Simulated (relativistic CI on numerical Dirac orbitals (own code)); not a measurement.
## O5+: what numerical and physical settings do to a radial Dirac CI calculation

Reference input:

```
atom O  Z=8  charge=5  electrons=3
nucleus A=16  rms_radius_fm=2.6991
hamiltonian dirac-coulomb  breit=on  qed=on  c_scale=1
orbitals kli  potential=per-configuration
slater_scale 1
correlation none
mixing on
grid step=0.0125 r_max=14.3
scf mixing=0.4 start=green max_iterations=150 tolerance=2e-08 node_fill=0.05
configurations
  [He] 2s
end
```

Computed lowest total energy -64.21936 Ha, 8 SCF steps. Runs with settings changed; * marks those that are bad on purpose (the QED terms keep the true α when c is scaled):

```tsv
Changed	Outcome	Lowest level	ΔE (Ha)	First excitation (cm⁻¹)	SCF steps	Message
iteration limit 30, SCF mixing 0.9, speed of light × 1.25	converged	2s ²S1/2	0.0167		6	
end of the grid at 42.9 bohr	converged	2s ²S1/2	0		8	
speed of light × 2	converged	2s ²S1/2	0.0348		8	
node fill of the KLI weights 0.01	converged	2s ²S1/2	5.8e-05		8	
nuclear radius 26.991 fm *	converged	2s ²S1/2	0.00135		8	
grid step 0.002 *	refused				0	the grid has 8585 points, outside 40 to 4096
```
